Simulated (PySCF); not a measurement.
Species: N-methyleneaniline, C₇H₇N.
Numbering: `[CH2:1]=[N:2][c:3]1[cH:4][cH:5][cH:6][cH:7][cH:8]1` (hydrogens: H9, H10 on C1; H11 on C4; H12 on C5; H13 on C6; H14 on C7; H15 on C8)

Computed with PBE0-D3(BJ)/def2-SVP geometry optimisation, gas phase (PySCF).

Task: What internal coordinates does the optimisation give?

Result: 
| bond | length (Å) | order |
| --- | --- | --- |
| C1=N2 | 1.266 | double |
| N2–C3 | 1.400 | single |
| C3–C4, C3–C8 | 1.403 | aromatic |
| C4–C5, C7–C8 | 1.392 | aromatic |
| C5–C6, C6–C7 | 1.395 | aromatic |
| C1–H9 | 1.107 | single |
| C1–H10 | 1.099 | single |
| C4–H11, C8–H15 | 1.092 | single |
| C5–H12, C7–H14 | 1.093 | single |
| C6–H13 | 1.092 | single |

Bonds in one row agree within 0.01 Å and their mean is given. Orders are formal, as drawn. A selection of angles:
| angle | degrees |
| --- | --- |
| N2–C1–H9 | 123.6 |
| N2–C1–H10 | 119.2 |
| H9–C1–H10 | 117.2 |
| C1–N2–C3 | 120.2 |
| N2–C3–C4 | 122.6 |
| N2–C3–C8 | 118.2 |
| C4–C3–C8 | 119.2 |
| C3–C4–C5 | 120.2 |
| C3–C4–H11 | 119.5 |
| C5–C4–H11 | 120.3 |
| C4–C5–C6 | 120.3 |
| C4–C5–H12 | 119.6 |
| C6–C5–H12 | 120.1 |
| C5–C6–C7 | 119.7 |
| C5–C6–H13 | 120.2 |
| C7–C8–H15 | 121.3 |
| C3–C8–H15 | 118.4 |

Torsions: C1–N2–C3–C4 44° (synclinal). The mirror-image conformer, all signs reversed, is as good.

Of the pairs four or more bonds apart, C4···H9 is among the closest relative to their van der Waals radii: 2.76 Å, 95 % of the sum of Bondi's values. The 6-membered ring C3–C4–C5–C6–C7–C8 has internal angles of 119.2° to 120.3° (sum 720°, against 720° for a flat polygon); it is planar, 0.01 Å rms from its mean plane, widest ring torsion 2°. The 2 C–N bonds span 1.266 Å (C1=N2, drawn double) to 1.400 Å (N2–C3, drawn single), a spread of 0.134 Å.

Point group: C1 (no symmetry element, even within 0.4 Å). Whether it is a minimum is left open (no frequencies). One conformer, not necessarily the lowest.
